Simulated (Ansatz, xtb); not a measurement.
**CH3BBrFSi: which of two isomers lies lower**

We compare X, `FB/C=[SiH]/Br`, a singlet, with Y, `FB(Br)C=[SiH2]`, a singlet. Both are isolated molecules in the gas phase, relaxed with r2SCAN-D4/def2-SVP; the shapes shown needn't be the lowest conformers.

X (Å):

```csv
atom,x (Å),y (Å),z (Å)
C,0.0406,2.1128,2.1412
B,-0.4026,0.6567,2.0810
Br,0.0776,5.1822,0.4879
F,-0.1341,-0.1848,3.0858
Si,-0.3854,3.0512,0.7687
H,-1.0110,0.1946,1.1351
H,0.5889,2.5332,2.9916
H,-1.1238,2.5307,-0.4025
```

Y (Å):

| atom | x (Å) | y (Å) | z (Å) |
| --- | --- | --- | --- |
| C | 0.4434 | -0.1644 | 1.4113 |
| B | -0.8530 | -0.4088 | 2.1677 |
| Br | -2.5631 | -0.4798 | 1.2583 |
| F | -0.8883 | -0.5867 | 3.4886 |
| Si | 1.9653 | -0.1004 | 2.2215 |
| H | 0.4191 | -0.0245 | 0.3253 |
| H | 3.2520 | 0.1362 | 1.5170 |
| H | 2.0983 | -0.2778 | 3.6879 |

Task: Estimate E(Y) − E(X) at the level CCSD(T)/def2-SVP + ΔMP2/def2-TZVPP.

Result: Not settled: CCSD(T)/def2-SVP + ΔMP2/def2-TZVPP gives E(Y) − E(X) = +2.3 kcal/mol, but this leans on the basis-set step: CCSD(T) alone gives −0.7 kcal/mol.

Level by level:

| level | geometry | E(Y) − E(X) (kcal/mol) | departure from the last row (kcal/mol) | job, with rough time for the two |
| --- | --- | --- | --- | --- |
| GFN2-xTB | GFN2-xTB | +0.4 | −1.9 | optimisation, 0.14 s |
| HF/STO-3G | GFN2-xTB | −3.5 | −5.9 | single point, 0.42 s |
| r2SCAN-D4/def2-SVP//GFN2-xTB | GFN2-xTB | −1.5 | −3.8 | single point, 4.1 s |
| r2SCAN-D4/def2-SVP | r2SCAN-D4/def2-SVP | +0.6 | −1.7 | optimisation, 64 s |
| HF/def2-SVP | r2SCAN-D4/def2-SVP | +0.7 | −1.6 | part of the CCSD(T) run |
| MP2/def2-SVP | r2SCAN-D4/def2-SVP | −0.1 | −2.4 | part of the CCSD(T) run |
| CCSD(T)/def2-SVP | r2SCAN-D4/def2-SVP | −0.7 | −3.0 | single point |
| CCSD(T)/def2-SVP + ΔMP2/def2-TZVPP | r2SCAN-D4/def2-SVP | +2.3 |  | single point, 37 s |

As drawn, Y has 1 B–Br, 1 Si–H in place of 1 Br–Si, 1 B–H.

HF/STO-3G, r2SCAN-D4/def2-SVP//GFN2-xTB, CCSD(T)/def2-SVP put the two in the other order. GFN2-xTB, MP2/def2-SVP find them nearly level. The largest departure from CCSD(T)/def2-SVP + ΔMP2/def2-TZVPP is that of HF/STO-3G, 5.9 kcal/mol. The last row adds to CCSD(T) the change of the MP2 difference between the two basis sets, here +3.0 kcal/mol.

With harmonic frequencies from r2SCAN-D4/def2-SVP (ideal gas, rigid rotor, one conformer each, 1000 K, 1 atm): the zero-point term adds −0.8 kcal/mol; ΔH is +1.7 and ΔG +1.8 kcal/mol.

The correlated steps freeze 17 core orbitals; the filled d shell of Br is correlated, in a basis made for valence electrons. Run with Ansatz 0.2.0, xtb 6.7.1; the last row on 2 threads of Arm Neoverse V1 on a shared host.
